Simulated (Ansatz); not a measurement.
Species: BI₃, SMILES `IB(I)I` (charge 0, multiplicity 1).

Give a relaxed geometry from Ansatz (a first-principles code) with r2SCAN-D4/def2-TZVP.

the end point of this relaxation (outside a Z-matrix the atoms follow the SMILES, hydrogens last).
Z-matrix (Å, degrees):
```
B
I 1 2.1191
I 1 2.1191 2 119.98
I 1 2.1191 2 119.98 3 -179.87
```
